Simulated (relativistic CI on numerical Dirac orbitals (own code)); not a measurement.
**d1 to d9 in one octahedral field**

Computed with a parametric ligand-field model without spin-orbit coupling, by exact diagonalisation: B = 400, C = 1610, 10Dq = 20400 cm⁻¹ (Oh; |10Dq|/B = 51.0) for every shell. Energies in cm⁻¹; the field energy is (0.6 n_e − 0.4 n_t2) × 10Dq of the ground term; g labels are left out. So small a B with so large a field is typical of 4d and 5d ions, where spin-orbit coupling, left out here, reaches 1,000 to 4,000 cm⁻¹.

```csv
Shell,Ground term,Electrons in e,Field energy,First spin-allowed bands,Lowest term of other spin
d1,2T2,0.000,-8160,2E 20400,
d2,3T1,0.010,-16122,"3T2 19438, 3T1 24475",1T2 5762
d3,4A2,0.000,-24480,"4T2 20400, 4T1 24864",2E 7986
d4,3T1,0.015,-32336,"3E 18830, 3T1 19225",1T2 4907
d5,2T2,0.028,-40220,"2A2 18247, 2T1 18392",4T1 12596
d6,1A1,0.021,-48526,"1T1 19219, 1T2 24917",3T1 15808
d7,2E,1.014,-36430,"2T1 19126, 2T2 19520",4T1 12494
d8,3A2,2.000,-24480,"3T2 20400, 3T1 24864",1E 6373
d9,2E,3.000,-12240,2T2 20400,
```

Low spin: d4, d5, d6, d7; the other shells keep the spin of the free ion. Only d4 to d7 can choose; the field needed to pair spins is smallest for d6 and largest for d5, which loses most exchange energy. In the strong-field picture 10Dq must exceed about 6B + 5C = 10450 (d4), 7.5B + 5C = 11050 (d5), 2.5B + 4C = 7440 (d6) and 4B + 4C = 8040 (d7); mixing of terms shifts these bounds somewhat.
